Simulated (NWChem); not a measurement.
System: CCl$_{3}$, doublet; SMILES Cl[C](Cl)Cl

NWChem input:

```
start job
memory heap 200 mb stack 700 mb global 900 mb
geometry units angstroms noautosym nocenter noautoz
  Cl    -1.632276    -0.423451    -0.024816
  C      0.000000     0.000000     0.271240
  Cl     1.182858    -1.201867    -0.024816
  Cl     0.449418     1.625318    -0.024816
end
basis spherical
  * library def2-svp
end
dft
  odft
  mult 2
  xc pbe0
  iterations 150
end
tddft
  cis
  nroots 8
end
task tddft energy
```

Output (shortened):

```
             Northwest Computational Chemistry Package (NWChem) 7.3.0
             --------------------------------------------------------

                             Geometry "geometry" -> ""
                             -------------------------

 Output coordinates in angstroms (scale by  1.889725989 to convert to a.u.)

  No.       Tag          Charge          X              Y              Z
 ---- ---------------- ---------- -------------- -------------- --------------
    1 Cl                  17.0000    -1.63227600    -0.42345100    -0.02481600
    2 C                    6.0000     0.00000000     0.00000000     0.27124000
    3 Cl                  17.0000     1.18285800    -1.20186700    -0.02481600
    4 Cl                  17.0000     0.44941800     1.62531800    -0.02481600

 Effective nuclear repulsion energy (a.u.)     251.6593739911

                                 NWChem DFT Module
                                 -----------------

 Summary of "ao basis" -> "ao basis" (spherical)
 ------------------------------------------------------------------------------
       Tag                 Description            Shells   Functions and Types
 ---------------- ------------------------------  ------  ---------------------
 Cl                         def2-svp                 8       18   4s3p1d
 C                          def2-svp                 6       14   3s2p1d

            General Information
            -------------------
          SCF calculation type: DFT
          Wavefunction type:  spin polarized.
          No. of atoms     :     4
          No. of electrons :    57
           Alpha electrons :    29
            Beta electrons :    28
          Charge           :     0
          Spin multiplicity:     2
          Use of symmetry is: off; symmetry adaption is: off
          Maximum number of iterations: 150
          AO basis - number of functions:    68
                     number of shells:    30
          Convergence on energy requested:  1.00D-06
          Convergence on density requested:  1.00D-05
          Convergence on gradient requested:  5.00D-04

              XC Information
              --------------
                         PBE0 Method XC Functional
                     Hartree-Fock (Exact) Exchange  0.250
          PerdewBurkeErnzerhof Exchange Functional  0.750
            Perdew 1991 LDA Correlation Functional  1.000 local
           PerdewBurkeErnz. Correlation Functional  1.000 non-local

[...]

                                NWChem TDDFT Module
                                -------------------

            General Information
            -------------------
           No. of orbitals :     136
            Alpha orbitals :      68
             Beta orbitals :      68
        Alpha frozen cores :       0
         Beta frozen cores :       0
     Alpha frozen virtuals :       0
      Beta frozen virtuals :       0
         Spin multiplicity :       2
    Number of AO functions :      68
        Use of symmetry is : off
      Symmetry adaption is : off
         Schwarz screening :  0.10D-07

              XC Information
              --------------
                  PBE0 Method XC Functional
              Hartree-Fock (Exact) Exchange   0.25
   PerdewBurkeErnzerhof Exchange Functional   0.75
     Perdew 1991 LDA Correlation Functional   1.00 local
    PerdewBurkeErnz. Correlation Functional   1.00 non-local

             TDDFT Information
             -----------------
          Calculation type : Tamm-Dancoff TDDFT
         Wavefunction type : Unrestricted
          No. of electrons :      57
           Alpha electrons :      29
            Beta electrons :      28
              No. of roots :       8
          Max subspacesize :    5600
            Max iterations :     100
               Target root :       1
           Target symmetry : none
      Symmetry restriction : off
                 Algorithm : Optimal
        Davidson threshold :  0.10D-03

    8 smallest eigenvalue differences (eV)
--------------------------------------------------------
  No. Spin  Occ  Vir  Irrep   E(Occ)    E(Vir)   E(Diff)
--------------------------------------------------------
    1    1   29   30 a        -0.234    -0.009     6.117
    2    2   28   29 a        -0.330    -0.082     6.749
    3    2   27   29 a        -0.349    -0.082     7.275
    4    2   26   29 a        -0.349    -0.082     7.275
    5    2   25   29 a        -0.371    -0.082     7.858
    6    2   24   29 a        -0.371    -0.082     7.858
    7    1   29   31 a        -0.234     0.071     8.297
    8    1   29   32 a        -0.234     0.071     8.297
--------------------------------------------------------

  Entering Davidson iterations
  Unrestricted

  Iter   NTrls   NConv    DeltaV     DeltaE      Time
  ----  ------  ------  ---------  ---------  ---------
    1      8       0     0.10E+00   0.10+100        5.8
    2     16       0     0.21E-01   0.15E-01        7.5
    3     24       0     0.84E-02   0.61E-03        8.7
    4     32       0     0.23E-02   0.78E-04        8.6
    5     40       1     0.92E-03   0.11E-04        7.8
    6     47       4     0.17E-03   0.14E-05        7.9
    7     51       8     0.68E-04   0.34E-07        5.0
  ----  ------  ------  ---------  ---------  ---------
  Convergence criterion met

  Ground state a       -1417.677260322385 a.u.
  <S2> =   0.7542

  ----------------------------------------------------------------------------
  Root   1         a              0.151425074 a.u.                4.1205 eV
  <S2> =   0.7975
  ----------------------------------------------------------------------------
     Transition Moments    X  0.00000   Y  0.00000   Z  0.11446
     Dipole Oscillator Strength                    0.0013226645
     Electric Quadrupole                           0.0000000001
     Magnetic Dipole                               0.0000000000
     Total Oscillator Strength                     0.0013226646

[...]
```

Level: PBE0/def2-SVP, spin-unrestricted, TDA. In the optimisation the excess spin sits in a (C3, its own frame). Geometry: optimised at PBE0/def2-SVP, spin-unrestricted. No stability test was run on the SCF state.
